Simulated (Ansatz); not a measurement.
Reactions of ClH$_{3}$S$_{3}$Ti (`[SH][Ti]([SH])([SH])[Cl]`).

Calculated with Ansatz (gas phase, PBE0-D4/def2-TZVP geometries, no zero-point term in ΔE). CBS: MP2 limit from def2 TZ/QZ plus the TZ coupled-cluster correction, frozen cores. This one scheme is used for every species. Double bonds are as drawn, so ΔE can hold a change between cis and trans. Elements past krypton have def2 core potentials. For Ti, Zr outer-core shells are correlated without core-valence functions, which leaves a few kJ/mol of doubt a bond. Scalar relativity is left out up to krypton. One conformer a species, not always the lowest.

Problem. Order these by ΔE at CCSD(T)/CBS, lowest first. (An estimate is asked.)
A. `[SH][Ti]([SH])([SH])[Cl]` + `F/C=C/Cl` → `[SH][Ti]([SH])([Cl])[Cl]` + `F/C=C\S`
B. `[SH][Ti]([SH])([SH])[Cl]` + `F[Si](F)(F)[SiH3]` → `[F][Ti]([SH])([SH])[SH]` + `F[Si](F)([SiH3])Cl`
C. `[SH][Ti]([SH])([SH])[Cl]` + H₂O → `[OH][Ti]([SH])([SH])[SH]` + HCl
D. `[SH][Ti]([SH])([SH])[Cl]` + `[SH][Zr]([SH])([Cl])[Cl]` → `[SH][Ti]([SH])([Cl])[Cl]` + `[SH][Zr]([SH])([SH])[Cl]`

Solution. A (-82.8 kJ/mol), D (+12.9 kJ/mol), C (+29.2 kJ/mol), B (+43.4 kJ/mol).

Largest T1 diagnostic: 0.028, for `[SH][Ti]([SH])([SH])[Cl]`, so its coupled-cluster energy is less sure.
